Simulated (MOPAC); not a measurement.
Input for MOPAC: PM7 on H6OSiSn (SMILES [SiH3][O][SnH3]), a point of a torsion scan.

```
PM7 1SCF PRECISE CHARGE=0 THREADS=1
H6OSiSn

Si     1.68864894 1    -0.24793573 1     0.09508120 1
O      0.16857306 1     0.14921171 1    -0.27491777 1
Sn    -1.74173605 1     0.25776597 1    -0.03707711 1
H      2.12218640 1    -1.19285660 1    -0.92856356 1
H      2.44031587 1     1.00185029 1     0.06502766 1
H      1.73794237 1    -0.85965269 1     1.42259058 1
H     -1.99398081 1     0.57468424 1     1.57821584 1
H     -2.32195738 1    -1.22397856 1    -0.52074788 1
H     -2.13618089 1     1.50796521 1    -1.05021024 1
```

The log:

```
*******************************************************************************
 **                                                                           **
 **                              MOPAC v23.2.5                                **
 **                                                                           **
 *******************************************************************************
 ** MOPAC's Digital Object Identifier: https://doi.org/10.5281/zenodo.6511958 **
 **                                                                           **
 ** Please cite the open-source release paper for use of this MOPAC version:  **
 ** J. E. Moussa and J. J. P. Stewart (2026)                                  **
 ** MOPAC: An open-source semiempirical molecular orbital program             **
 ** J. Open Source Softw., 11(119), 8025, https://doi.org/10.21105/joss.08025 **
 *******************************************************************************

                              PM7 CALCULATION RESULTS

 *******************************************************************************
 *  PM7        - The PM7 Hamiltonian to be used
 *
 *
 *
 *                 CHARGE ON SYSTEM = 0
 *
 *
 *
 *  PRECISE    - TIGHTER CRITERIA TO BE USED
 *  1SCF       - DO 1 SCF AND THEN STOP
 *  THREADS=1  - MULTI-THREADING NOT USED
 *  T=         - A TIME OF 172800.0 SECONDS REQUESTED
 *  DUMP=N     - RESTART FILE WRITTEN EVERY 7200.0 SECONDS REQUESTED
 *******************************************************************************
PM7 1SCF PRECISE CHARGE=0 THREADS=1
 H6OSiSn

   ATOM   CHEMICAL          X               Y               Z
  NUMBER   SYMBOL      (ANGSTROMS)     (ANGSTROMS)     (ANGSTROMS)

     1      Si          1.68864894  *  -0.24793573  *   0.09508120  *
     2       O          0.16857306  *   0.14921171  *  -0.27491777  *
     3      Sn         -1.74173605  *   0.25776597  *  -0.03707711  *
     4       H          2.12218640  *  -1.19285660  *  -0.92856356  *
     5       H          2.44031587  *   1.00185029  *   0.06502766  *
     6       H          1.73794237  *  -0.85965269  *   1.42259058  *
     7       H         -1.99398081  *   0.57468424  *   1.57821584  *
     8       H         -2.32195738  *  -1.22397856  *  -0.52074788  *
     9       H         -2.13618089  *   1.50796521  *  -1.05021024  *



          CARTESIAN COORDINATES

    NO.       ATOM           X           Y           Z

     1        Si          1.6886     -0.2479      0.0951
     2         O          0.1686      0.1492     -0.2749
     3        Sn         -1.7417      0.2578     -0.0371
     4         H          2.1222     -1.1929     -0.9286
     5         H          2.4403      1.0019      0.0650
     6         H          1.7379     -0.8597      1.4226
     7         H         -1.9940      0.5747      1.5782
     8         H         -2.3220     -1.2240     -0.5207
     9         H         -2.1362      1.5080     -1.0502

 General Reference for PM7:
 "Optimization of Parameters for Semiempirical Methods VI: More Modifications to the
 NDDO Approximations and Re-optimization of Parameters", J. J. P. Stewart, J. Mol. Mod., 1:32, 19 (2013)
 https://link.springer.com/article/10.1007/s00894-012-1667-x

           Empirical Formula: H6 O Si Sn  =     9 atoms



      MOLECULAR POINT GROUP   :   C1


      RHF CALCULATION, NO. OF DOUBLY OCCUPIED LEVELS = 10


 -------------------------------------------------------------------------------
 PM7 1SCF PRECISE CHARGE=0 THREADS=1
 H6OSiSn



     1SCF WAS SPECIFIED, SO BFGS WAS NOT USED
     SCF FIELD WAS ACHIEVED


                              PM7 CALCULATION
                                                       MOPAC v23.2.5 Linux




          FINAL HEAT OF FORMATION =        -55.93654 KCAL/MOL =    -234.03848 KJ/MOL


          COSMO AREA              =        137.04 SQUARE ANGSTROMS
          COSMO VOLUME            =        130.13 CUBIC ANGSTROMS

          IONIZATION POTENTIAL    =         10.382191 EV
          HOMO LUMO ENERGIES (EV) =        -10.382  1.981
          NO. OF FILLED LEVELS    =         10
          MOLECULAR WEIGHT        =        168.8223         POINT GROUP:  C1

          MOLECULAR DIMENSIONS (Angstroms)

            Atom       Atom       Distance
            H     8    H     5     5.28930
            H     7    H     4     4.37537
            H     6    H     9     4.10708


          SCF CALCULATIONS        =          1





   ATOM   CHEMICAL          X               Y               Z
  NUMBER   SYMBOL      (ANGSTROMS)     (ANGSTROMS)     (ANGSTROMS)

     1      Si          1.68864894  *  -0.24793573  *   0.09508120  *
     2       O          0.16857306  *   0.14921171  *  -0.27491777  *
     3      Sn         -1.74173605  *   0.25776597  *  -0.03707711  *
     4       H          2.12218640  *  -1.19285660  *  -0.92856356  *
     5       H          2.44031587  *   1.00185029  *   0.06502766  *
     6       H          1.73794237  *  -0.85965269  *   1.42259058  *
     7       H         -1.99398081  *   0.57468424  *   1.57821584  *
     8       H         -2.32195738  *  -1.22397856  *  -0.52074788  *
     9       H         -2.13618089  *   1.50796521  *  -1.05021024  *

                             CARTESIAN COORDINATES

   1   Si        1.688648940    -0.247935730     0.095081200
   2    O        0.168573060     0.149211710    -0.274917770
   3   Sn       -1.741736050     0.257765970    -0.037077110
   4    H        2.122186400    -1.192856600    -0.928563560
   5    H        2.440315870     1.001850290     0.065027660
   6    H        1.737942370    -0.859652690     1.422590580
   7    H       -1.993980810     0.574684240     1.578215840
   8    H       -2.321957380    -1.223978560    -0.520747880
   9    H       -2.136180890     1.507965210    -1.050210240


           Empirical Formula: H6 O Si Sn  =     9 atoms



      MOLECULAR POINT GROUP   :   C1


                  EIGENVALUES
 -26.19494 -17.40963 -14.41829 -13.72917 -13.67700 -12.29393 -12.12633 -11.95201
 -10.53168 -10.38219   1.98124   2.92488   3.39862   3.48899   5.23642   6.02671
   6.11579   8.74840  23.01880  23.14525  24.13674  24.26418  25.70888


              NET ATOMIC CHARGES AND DIPOLE CONTRIBUTIONS

  ATOM NO.   TYPE          CHARGE      No. of ELECS.   s-Pop       p-Pop       d-Pop
    1         Si           0.248418        3.7516     0.91117     2.63237     0.20804
    2          O          -0.998861        6.9989     1.67939     5.31947
    3         Sn           1.049351        2.9506     0.84857     2.10208
    4          H           0.036200        0.9638     0.96380
    5          H           0.037716        0.9623     0.96228
    6          H           0.023907        0.9761     0.97609
    7          H          -0.133872        1.1339     1.13387
    8          H          -0.133152        1.1332     1.13315
    9          H          -0.129706        1.1297     1.12971
 DIPOLE           X         Y         Z       TOTAL
 POINT-CHG.    -2.464    -0.363     1.232     2.779
 HYBRID         0.775     0.104    -0.377     0.868
 SUM           -1.689    -0.260     0.855     1.911


          ATOMIC ORBITAL ELECTRON POPULATIONS

     Atom    s        px        py        pz      x^2-y^2     xz        z^2       yz        xy
    1 Si   0.91117   0.58824   1.02475   1.01938   0.04230   0.04151   0.03468   0.02912   0.06043
    2  O   1.67939   1.53639   1.89675   1.88632
    3 Sn   0.84857   0.42702   0.84069   0.83436
    4  H   0.96380
    5  H   0.96228
    6  H   0.97609
    7  H   1.13387
    8  H   1.13315
    9  H   1.12971

 **********************
 *                    *
 * JOB ENDED NORMALLY *
 *                    *
 **********************




 == MOPAC DONE ==
```

The run finished.

Cost: around 0.03 core-seconds (rough).
